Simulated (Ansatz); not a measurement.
Ansatz (an electronic-structure program) input (B3LYP-D3(BJ)/def2-TZVP):

Ansatz 0.2 input:
```yaml
crystal:
  periodic: [false, false, false]
  atoms:
    - {symbol: B, position_ang: [-0.37305266, 0.19726172, 0.19762296]}
    - {symbol: O, position_ang: [0.62354215, -0.29573383, -0.31308174]}
    - {symbol: Cl, position_ang: [-1.65370480, 0.83265561, 0.85852755]}
    - {symbol: H, position_ang: [1.40713434, -0.68441346, -0.71377427]}
basis:
  gaussian:
    orbitals: def2-TZVP
hamiltonian:
  xc: b3lyp
  dispersion: d3bj
total_charge: 1
relax: {f_tol: 0.002, max_steps: 150}
```

Output:

```
Functional definition: B3LYP
integrals: 0.02 GiB planned
627 factors; their error is unknown
mean field: 0.27 GiB planned
mean field evaluation 1: about -15246.1466 eV, gradient 8.6e1 eV
mean field evaluation 2: about -15212.7072 eV, gradient 1.5e2 eV
mean field evaluation 4: about -15257.3786 eV, gradient 6.4e0 eV
mean field evaluation 8: about -15257.4910 eV, gradient 1.8e-1 eV
mean field -15257.49100644 eV, -560.7024525879 hartree, gradient 2.8e-5 eV, S^2 0.000000; 0 other end points of the search recorded, 0 dependent functions left out
the calculation of the forces begins
reference -15257.49118460 eV, -560.7024591350 hartree; 15, 15 occupied and 90, 90 virtual orbitals, 627 factors
relax step   1: F+E_penalty+E_count = -15257.59216185 eV  Δ(F+E_penalty+E_count) = +0.000e0 eV  max|allowed force component| = 1.796e0 eV/Å  Δτ_max = 0.0000 Å  (27 SCF iters, accepted)
these checks for a lower state are left out or cut short: starts, cluster_reference, orbital_swaps, neighbouring_geometries, increment
integrals: 0.02 GiB planned
627 factors; their error is unknown
mean field: 0.27 GiB planned
mean field evaluation 16: about -15257.4917 eV, gradient 1.7e0 eV
mean field -15257.53186473 eV, -560.7039541021 hartree, gradient 2.7e-5 eV, S^2 0.000000; 0 other end points of the search recorded, 0 dependent functions left out
the calculation of the forces begins
reference -15257.53204398 eV, -560.7039606897 hartree; 15, 15 occupied and 90, 90 virtual orbitals, 627 factors
relax step   2: F+E_penalty+E_count = -15257.63257079 eV  Δ(F+E_penalty+E_count) = -4.041e-2 eV  max|allowed force component| = 9.154e-1 eV/Å  Δτ_max = 0.0206 Å  (31 SCF iters, accepted)
these checks for a lower state are left out or cut short: starts, cluster_reference, orbital_swaps, neighbouring_geometries, increment
integrals: 0.02 GiB planned
627 factors; their error is unknown
mean field: 0.27 GiB planned
mean field -15257.54764139 eV, -560.7045338839 hartree, gradient 2.6e-5 eV, S^2 0.000000; 0 other end points of the search recorded, 0 dependent functions left out
the calculation of the forces begins
reference -15257.54782173 eV, -560.7045405112 hartree; 15, 15 occupied and 90, 90 virtual orbitals, 627 factors
relax step   3: F+E_penalty+E_count = -15257.64794824 eV  Δ(F+E_penalty+E_count) = -1.538e-2 eV  max|allowed force component| = 1.350e-1 eV/Å  Δτ_max = 0.0195 Å  (31 SCF iters, accepted)
these checks for a lower state are left out or cut short: starts, cluster_reference, orbital_swaps, neighbouring_geometries, increment
integrals: 0.02 GiB planned
627 factors; their error is unknown
mean field: 0.27 GiB planned
mean field evaluation 32: about -15257.5478 eV, gradient 1.7e-1 eV
mean field -15257.54784404 eV, -560.7045413310 hartree, gradient 3.1e-6 eV, S^2 0.000000; 0 other end points of the search recorded, 0 dependent functions left out
the calculation of the forces begins
reference -15257.54802448 eV, -560.7045479620 hartree; 15, 15 occupied and 90, 90 virtual orbitals, 627 factors
relax step   4: F+E_penalty+E_count = -15257.64812052 eV  Δ(F+E_penalty+E_count) = -1.723e-4 eV  max|allowed force component| = 1.281e-2 eV/Å  Δτ_max = 0.0017 Å  (33 SCF iters, accepted)
these checks for a lower state are left out or cut short: starts, cluster_reference, orbital_swaps, neighbouring_geometries, increment
integrals: 0.02 GiB planned
627 factors; their error is unknown
mean field: 0.27 GiB planned
mean field -15257.54784490 eV, -560.7045413628 hartree, gradient 2.1e-5 eV, S^2 0.000000; 0 other end points of the search recorded, 0 dependent functions left out
the calculation of the forces begins
reference -15257.54802534 eV, -560.7045479939 hartree; 15, 15 occupied and 90, 90 virtual orbitals, 627 factors
relax step   5: F+E_penalty+E_count = -15257.64812199 eV  Δ(F+E_penalty+E_count) = -1.474e-6 eV  max|allowed force component| = 3.370e-3 eV/Å  Δτ_max = 0.0002 Å  (21 SCF iters, accepted)
these checks for a lower state are left out or cut short: starts, cluster_reference, orbital_swaps, neighbouring_geometries, increment
integrals: 0.02 GiB planned
627 factors; their error is unknown
mean field: 0.27 GiB planned
mean field -15257.54784536 eV, -560.7045413797 hartree, gradient 2.8e-5 eV, S^2 0.000000; 0 other end points of the search recorded, 0 dependent functions left out
the calculation of the forces begins
reference -15257.54802581 eV, -560.7045480109 hartree; 15, 15 occupied and 90, 90 virtual orbitals, 627 factors
relax step   6: F+E_penalty+E_count = -15257.64812276 eV  Δ(F+E_penalty+E_count) = -7.683e-7 eV  max|allowed force component| = 3.820e-3 eV/Å  Δτ_max = 0.0002 Å  (19 SCF iters, accepted)
these checks for a lower state are left out or cut short: starts, cluster_reference, orbital_swaps, neighbouring_geometries, increment
integrals: 0.02 GiB planned
627 factors; their error is unknown
mean field: 0.27 GiB planned
mean field -15257.54784608 eV, -560.7045414062 hartree, gradient 4.2e-5 eV, S^2 0.000000; 0 other end points of the search recorded, 0 dependent functions left out
the calculation of the forces begins
reference -15257.54802653 eV, -560.7045480373 hartree; 15, 15 occupied and 90, 90 virtual orbitals, 627 factors
relax step   7: F+E_penalty+E_count = -15257.64812353 eV  Δ(F+E_penalty+E_count) = -7.734e-7 eV  max|allowed force component| = 1.937e-3 eV/Å  Δτ_max = 0.0004 Å  (19 SCF iters, accepted)
these checks for a lower state are left out or cut short: starts, cluster_reference, orbital_swaps, neighbouring_geometries, increment
integrals: 0.02 GiB planned
627 factors; their error is unknown
mean field: 0.27 GiB planned
mean field -15257.54872575 eV, -560.7045737334 hartree, gradient 3.3e-6 eV, S^2 0.000000; 0 other end points of the search recorded, 0 dependent functions left out
the calculation of the forces begins
reference -15257.54890664 eV, -560.7045803808 hartree; 15, 15 occupied and 90, 90 virtual orbitals, 627 factors
relax step   8: F+E_penalty+E_count = -15257.64900071 eV  Δ(F+E_penalty+E_count) = -8.772e-4 eV  max|allowed force component| = 6.398e-2 eV/Å  Δτ_max = 0.0314 Å  (32 SCF iters, accepted)
these checks for a lower state are left out or cut short: starts, cluster_reference, orbital_swaps, neighbouring_geometries, increment
integrals: 0.02 GiB planned
627 factors; their error is unknown
mean field: 0.27 GiB planned
mean field -15257.54970674 eV, -560.7046097840 hartree, gradient 3.5e-6 eV, S^2 0.000000; 0 other end points of the search recorded, 0 dependent functions left out
the calculation of the forces begins
reference -15257.54988787 eV, -560.7046164406 hartree; 15, 15 occupied and 90, 90 virtual orbitals, 627 factors
relax step   9: F+E_penalty+E_count = -15257.65003310 eV  Δ(F+E_penalty+E_count) = -1.032e-3 eV  max|allowed force component| = 1.286e-1 eV/Å  Δτ_max = 0.0148 Å  (32 SCF iters, accepted)
these checks for a lower state are left out or cut short: starts, cluster_reference, orbital_swaps, neighbouring_geometries, increment
integrals: 0.02 GiB planned
627 factors; their error is unknown
mean field: 0.27 GiB planned
mean field evaluation 64: about -15257.5295 eV, gradient 1.7e-1 eV
mean field -15257.56492825 eV, -560.7051691641 hartree, gradient 1.8e-5 eV, S^2 0.000000; 0 other end points of the search recorded, 0 dependent functions left out
the calculation of the forces begins
reference -15257.56511136 eV, -560.7051758933 hartree; 15, 15 occupied and 90, 90 virtual orbitals, 627 factors
relax step  10: F+E_penalty+E_count = -15257.66547358 eV  Δ(F+E_penalty+E_count) = -1.544e-2 eV  max|allowed force component| = 1.254e-1 eV/Å  Δτ_max = 0.1001 Å  (31 SCF iters, accepted)
these checks for a lower state are left out or cut short: starts, cluster_reference, orbital_swaps, neighbouring_geometries, increment
integrals: 0.02 GiB planned
627 factors; their error is unknown
mean field: 0.27 GiB planned
mean field -15257.57792257 eV, -560.7056466968 hartree, gradient 1.3e-5 eV, S^2 0.000000; 0 other end points of the search recorded, 0 dependent functions left out
the calculation of the forces begins
reference -15257.57810679 eV, -560.7056534667 hartree; 15, 15 occupied and 90, 90 virtual orbitals, 627 factors
relax step  11: F+E_penalty+E_count = -15257.67886458 eV  Δ(F+E_penalty+E_count) = -1.339e-2 eV  max|allowed force component| = 2.539e-2 eV/Å  Δτ_max = 0.0934 Å  (30 SCF iters, accepted)
these checks for a lower state are left out or cut short: starts, cluster_reference, orbital_swaps, neighbouring_geometries, increment
integrals: 0.02 GiB planned
627 factors; their error is unknown
mean field: 0.27 GiB planned
mean field -15257.57808391 eV, -560.7056526258 hartree, gradient 7.5e-6 eV, S^2 0.000000; 0 other end points of the search recorded, 0 dependent functions left out
the calculation of the forces begins
reference -15257.57826820 eV, -560.7056593984 hartree; 15, 15 occupied and 90, 90 virtual orbitals, 627 factors
relax step  12: F+E_penalty+E_count = -15257.67908193 eV  Δ(F+E_penalty+E_count) = -2.174e-4 eV  max|allowed force component| = 4.878e-3 eV/Å  Δτ_max = 0.0108 Å  (31 SCF iters, accepted)
these checks for a lower state are left out or cut short: starts, cluster_reference, orbital_swaps, neighbouring_geometries, increment
integrals: 0.02 GiB planned
627 factors; their error is unknown
mean field: 0.27 GiB planned
mean field -15257.57807728 eV, -560.7056523821 hartree, gradient 2.0e-5 eV, S^2 0.000000; 0 other end points of the search recorded, 0 dependent functions left out
the calculation of the forces begins
reference -15257.57826156 eV, -560.7056591545 hartree; 15, 15 occupied and 90, 90 virtual orbitals, 627 factors
relax step  13: F+E_penalty+E_count = -15257.67908467 eV  Δ(F+E_penalty+E_count) = -2.745e-6 eV  max|allowed force component| = 6.163e-4 eV/Å  Δτ_max = 0.0011 Å  (22 SCF iters, accepted)
integrals: 0.02 GiB planned
627 factors; their error is unknown
mean field: 0.27 GiB planned
mean field evaluation 96: about -15257.5397 eV, gradient 1.2e0 eV
mean field -15257.57807728 eV, -560.7056523821 hartree, gradient 1.9e-5 eV, S^2 0.000000; 1 other end points of the search recorded, 0 dependent functions left out
the calculation of the forces begins
reference -15257.57826156 eV, -560.7056591545 hartree; 15, 15 occupied and 90, 90 virtual orbitals, 627 factors
Total energy: -15257.67926896 eV, -560.7093711079 hartree
Atom 0 at    -0.344302     0.218347     0.150841 Å, force     0.000473     0.000051    -0.000616 eV/Å
Atom 1 at     0.654886    -0.133667    -0.501760 Å, force    -0.000422    -0.000010     0.000478 eV/Å
Atom 2 at    -1.660072     0.769554     0.924846 Å, force     0.000196    -0.000195     0.000037 eV/Å
Atom 3 at     1.353406    -0.804464    -0.544634 Å, force    -0.000248     0.000155     0.000101 eV/Å
Dipole moment:     0.536548    -0.395356    -0.149605 e Å
```

It need not be the lowest isomer of its formula.
